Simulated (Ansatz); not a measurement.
Species: trichloro(methoxy)germane, CH3Cl3GeO, charge 0, multiplicity 1. 
Geometry from a B3LYP-D3(BJ)/def2-TZVP (Ansatz, a program for electronic structure) optimisation:
```
O
C 1 1.4314
H 2 1.0887 1 106.51
H 2 1.0925 3 109.12 1 -120.23
H 2 1.0925 3 109.12 4 -119.54
Ge 1 1.7521 2 119.99 3 180.00
Cl 6 2.1257 1 106.67 2 180.00
Cl 6 2.1453 1 110.54 2 -59.81
Cl 6 2.1453 1 110.54 2 59.81
```

Quantity: atomisation energy (electronic, to ground-state atoms), in kcal/mol. Correlated levels leave the core frozen unless marked. Open shells are spin-unrestricted. Spin-orbit coupling is left out. Frozen are the shells of the preceding noble gas and the d and f shells that filled before the atom's block. Non-relativistic. The coupled-cluster limit lacks core correlation, which all-electron functionals hold. Basis-set limits of correlation are two-point, X^-3; Hartree-Fock from the larger set. The bracket is a focal-point correction in the basis named.

```
level                                                                 program  atomisation energy (kcal/mol)  minus last row
-------------------------------------------------------------  --------------  -----------------------------  --------------
PBE-D3(BJ)/def2-TZVPD                                          Ansatz + dftd3                          749.8            11.2
BLYP-D3(BJ)/def2-TZVPD                                         Ansatz + dftd3                          723.7           -14.9
B3LYP/def2-TZVPD                                                       Ansatz                          712.7           -25.9
PBE0/STO-3G                                                            Ansatz                          868.5           129.9
PBE0-D3(BJ)/def2-TZVPD                                         Ansatz + dftd3                          735.1            -3.5
PBE0/def2-TZVPD                                                        Ansatz                          729.0            -9.6
r2SCANh/def2-TZVPD                                                     Ansatz                          732.1            -6.5
B2GP-PLYP/def2-TZVPD                                                   Ansatz                          721.2           -17.4
RPA@PBE/def2-QZVPP                                                     Ansatz                          680.0           -58.6
MP2/6-31G                                                              Ansatz                          577.1          -161.5
MP2/def2-QZVPP                                                         Ansatz                          754.0            15.4
RI-MP2/def2-TZVPPD                                                     Ansatz                          743.1             4.5
SCS-MP2/def2-SVPD                                                      Ansatz                          701.9           -36.7
SCS-MP2/def2-TZVPP                                                     Ansatz                          727.3           -11.3
CCSD/6-31G                                                             Ansatz                          569.1          -169.5
CCSD/CBS(def2-TZVPPD,def2-QZVPPD)                                      Ansatz                          721.0           -17.6
CCSD(T)/STO-3G                                                         Ansatz                          728.2           -10.4
CCSD(T)/def2-SVPD                                                      Ansatz                          692.7           -45.9
CCSD(T)/def2-TZVPP                                                     Ansatz                          716.0           -22.6
RI-MP2/CBS(def2-TZVPPD,def2-QZVPPD)+[CCSD(T)-MP2]/def2-TZVPPD          Ansatz                          737.8            -0.8
CCSD(T)/CBS(def2-TZVPPD,def2-QZVPPD)                                   Ansatz                          738.6             0.0
```
